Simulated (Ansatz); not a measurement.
Input file for Ansatz (an electronic-structure program): R-wB97X-V/def2-TZVPP on H4OSiSn (SMILES [OH][Sn][SiH3]), a point of a torsion scan. Elements past Kr take the def2 small-core potentials; no spin–orbit coupling.

Ansatz 0.2 input:
```yaml
crystal:
  periodic: [false, false, false]
  atoms:
    - {symbol: O, position_ang: [2.20054337, -0.06232269, -0.58325260]}
    - {symbol: Sn, position_ang: [1.21174051, -1.34169003, 0.66653942]}
    - {symbol: Si, position_ang: [-0.50200343, -2.02229861, -1.20926799]}
    - {symbol: H, position_ang: [2.36085973, 0.87304457, -0.53269582]}
    - {symbol: H, position_ang: [0.09461408, -2.40373864, -2.50535673]}
    - {symbol: H, position_ang: [-1.45375057, -3.13359329, -0.96774293]}
    - {symbol: H, position_ang: [-1.42758210, -0.92469094, -1.58062420]}
basis:
  gaussian:
    orbitals: def2-TZVPP
hamiltonian:
  xc: {name: wB97X-V}
scf: {lower_state_search: off}
```

Program output:

```
WARN ansatz: RAYON_NUM_THREADS=1 ignored (pool sized by the plan → 1); use --threads N
Functional definition: wB97X-V
these checks for a lower state are left out or cut short: stability, starts, cluster_reference, orbital_swaps, neighbouring_geometries, increment
integrals: 0.13 GiB planned
1110 factors; their error is unknown
integrals: 0.16 GiB planned
250 factors; integrals over basis functions are off by at most 1.1e-5 eV
mean field: 0.98 GiB planned
mean field evaluation 1: about -15814.1007 eV, gradient 5.5e1 eV
mean field evaluation 2: about -15804.2769 eV, gradient 9.2e1 eV
mean field evaluation 4: about -15819.8133 eV, gradient 1.7e0 eV
mean field evaluation 8: about -15819.8288 eV, gradient 6.1e-2 eV
mean field evaluation 16: about -15819.8888 eV, gradient 1.6e-4 eV
mean field -15819.88879336 eV, -581.3701900500 hartree, gradient 2.7e-6 eV, S^2 0.000000; 0 other end points of the search recorded, 0 dependent functions left out
reference -15819.88879111 eV, -581.3701899676 hartree; 24, 24 occupied and 155, 155 virtual orbitals, 1110 factors
Total energy: -15819.88879111 eV, -581.3701899676 hartree
Checks for a lower state left out: stability, starts, cluster_reference, orbital_swaps, neighbouring_geometries, increment
```

The run converged.

Cost: around 7 core-seconds (rough).
